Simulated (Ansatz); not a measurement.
Correlation energies of `[SiH3][SiH2]S[SiH3]` by basis set

```xyz
12

Si    0.7177    0.5296    1.9663
Si   -0.2280    1.2721   -0.0399
S    -1.7964   -0.0603   -0.6549
Si   -0.5538   -1.4524   -1.6942
H     1.2400   -0.8519    1.7973
H     1.8340    1.4209    2.3857
H    -0.3259    0.5283    3.0253
H     0.7977    1.3526   -1.1179
H    -0.8482    2.6122    0.1290
H     0.6163   -1.8319   -0.8606
H    -0.0626   -0.8737   -2.9698
H    -1.3907   -2.6456   -1.9663
```

Charge 0, multiplicity 1. The structure was optimised at the PBE0-D4/def2-TZVP level. It is one conformer, not always the lowest. Frozen core, restricted reference, Ansatz 0.2.0. CBS rows extrapolate triple and quadruple zeta; past MP2 they add the triple-zeta difference.

```tsv
basis	HF (Eh)	MP2 corr.	CCSD corr.	(T)	CCSD(T) total
def2-SVP	-1268.62485	-0.43565	-0.51240	-0.01427	-1269.15152
def2-TZVPP	-1269.07547	-0.55984	-0.63676	-0.02525	-1269.73748
def2-QZVPP	-1269.11373	-0.60433	–	–	–
CBS(def2)	-1269.11900	-0.63729	-0.71422	as TZ	-1269.85847
```
